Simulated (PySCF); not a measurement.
## Trend along the chalcogens: MO molecules

PBE0 with double-zeta basis sets in PySCF, for the lowest determinant that a PBE0 search found; no spin–orbit coupling. De refers to high-spin ground-configuration atoms. A positive dipole means M(−)O(+).

```csv
M,basis,state (unpaired electrons),Re (Å),ωe (cm⁻¹),De (eV),μ (D)
O,def2-SVP,triplet (π ↑↑),1.188,1774,5.51,n/a
S,aug-cc-pV(D+d)Z/aug-cc-pVDZ,triplet (π ↑↑),1.497,1164,5.28,-1.51
Se,def2-SVP,triplet (π ↑↑),1.642,956,4.37,-2.15
Te,def2-SVP,triplet (π ↑↑),1.851,812,3.59,-2.93
```

Question: By what factor does the well depth vary along the series?

Answer: At PBE0 it runs from 3.59 eV (TeO) to 5.51 eV (O2), a factor of 1.53.

The rows differ in basis set, which adds steps of its own.

Relativity is treated differently too: O no relativity; S no relativity; Se no relativity; Te scalar-relativistic core potentials.

Down a group bonds as a rule get longer and wavenumbers fall, partly through the reduced mass; this series shows no clear exception.

These are scalar-relativistic numbers at best; spin–orbit coupling would shift them, the dissociation energy most. States were picked by a PBE0 search and need not be the measured ground states.
